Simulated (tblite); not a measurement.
`O=c1ccc[c]c(F)c1Cl` [radical] (doublet state). The geometry is computed with GFN2-xTB (gas phase). This method treats the open shell by occupation alone, without spin polarisation.

```
atom  x, y, z in Å
O1     1.4744   -2.0163   -0.8032
C2     0.8696   -1.0648   -0.3371
C3    -0.4734   -1.2734    0.2453
C4    -1.5508   -0.4739    0.2833
C5    -1.5499    0.8695   -0.2598
C6    -0.4533    1.5759   -0.1075
C7     0.8678    1.4129    0.1684
F8     1.5771    2.4240    0.6971
C9     1.5255    0.2422   -0.1915
Cl10   3.2339    0.2075   -0.2295
H11   -0.5889   -2.2982    0.5785
H12   -2.4900   -0.8576    0.6598
H13   -2.4461    1.2527   -0.7217
```

(1) Work out the bond lengths C3–C4, C5–H13, C6–C7, C7–C9 in Å.

(2) Give the dihedral angles F8–C7–C9–C2, H12–C4–C5–C6, C3–C2–C9–C7, H13–C5–C6–C7.

(3) What are the angles C3–C4–C5, C3–C4–H12, C6–C5–H13, C6–C7–C9, F8–C7–C9, C6–C7–F8, C2–C9–Cl10?

(4) How far apart are these pairs, which share no bond: C2···C4, C2···C7, C2···H11, C3···C7, C6···F8, H11···H13?

(5) Where is the centre of mass (commonest isotopes), and what is the radius of gyration?

(6) What is the repulsion energy of the bare nuclei, Σ ZA·ZB/RAB?

(7) Write the matrix of distances between heavy atoms (Å, lower triangle).

## Answers

(1) For C3–C4 the difference vector is (-1.0774, 0.7995, 0.0380) Å, of length 1.3422 Å. C3–C4 1.342; C5–H13 1.079; C6–C7 1.359; C7–C9 1.390 Å.

(2) F8–C7–C9–C2 158° (antiperiplanar); H12–C4–C5–C6 147° (anticlinal); C3–C2–C9–C7 -16° (synperiplanar); H13–C5–C6–C7 -164° (antiperiplanar). Dihedral signs follow IUPAC: positive where, seen along the central bond, the front bond turns clockwise onto the rear one.

(3) From the scalar product of the two bond vectors; for C3–C4–C5 it is -1.0524 Å² over 1.3422 × 1.4490 Å², cos θ = -0.5411. C3–C4–C5 122.8°; C3–C4–H12 119.7°; C6–C5–H13 123.5°; C6–C7–C9 120.5°; F8–C7–C9 119.1°; C6–C7–F8 120.2°; C2–C9–Cl10 115.2°.

(4) C2···C4 2.568 Å (2 bonds apart); C2···C7 2.529 Å (2 bonds apart); C2···H11 2.118 Å (2 bonds apart); C3···C7 3.003 Å (3 bonds apart); C6···F8 2.343 Å (2 bonds apart); H11···H13 4.213 Å (4 bonds apart).

(5) Mass 156.986 u; centre at (0.968, 0.220, -0.060) Å; Rg = √(Σ m r²/M) = 2.151 Å. As Ia + Ib + Ic = 2 Σ m r², the three principal moments sum to 1453.3 u·Å².

(6) 558.47 Eh over 78 pairs, with full nuclear charges and distances in bohr; the largest single term is 31.58 Eh (C9 with Cl10).

(7) 
```
O1    0.000
C2    1.220  0.000
C3    2.333  1.479  0.000
C4    3.565  2.568  1.342  0.000
C5    4.215  3.099  2.451  1.449  0.000
C6    4.136  2.962  2.871  2.358  1.313  0.000
C7    3.615  2.529  3.003  3.070  2.515  1.359  0.000
F8    4.688  3.707  4.252  4.284  3.621  2.343  1.343  0.000
C9    2.340  1.470  2.546  3.194  3.139  2.388  1.390  2.356  0.000
Cl10  2.893  2.687  4.020  4.860  4.829  3.935  2.685  2.918  1.709  0.000
```

Its GFN2-xTB frequencies are all real (lowest 66 cm⁻¹).
